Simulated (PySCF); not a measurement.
Job for PySCF: R-HF/3-21G on C2H6O (SMILES CCO).

```python
from pyscf import gto, scf, dft, mp
from pyscf.data.elements import chemcore

mol = gto.M(
    atom='''
    C     0.73677077    0.99189496    3.54321235
    C     0.41917329   -0.47204467    3.30951662
    O    -0.56702561   -0.66579312    2.28080439
    H     1.51051742    1.09309887    4.30699904
    H    -0.14586820    1.53481514    3.89224196
    H     1.09270810    1.46150166    2.62577385
    H     1.29885698   -1.00966442    2.95675734
    H     0.07781812   -0.95483020    4.23009228
    H    -1.35702768   -0.15835797    2.50116858
    ''',
    basis='3-21g',
    charge=0, spin=0, verbose=3, max_memory=1800)
mf = scf.RHF(mol)
mf.conv_tol = 1e-8
mf.max_cycle = 100
mf.kernel()
if not mf.converged:
    mf = mf.newton().run(mf.mo_coeff, mf.mo_occ)
```

It printed:

```
converged SCF energy = -153.222197366623
```

The run converged.

Cost: about 0.09 core-seconds (a rough figure).
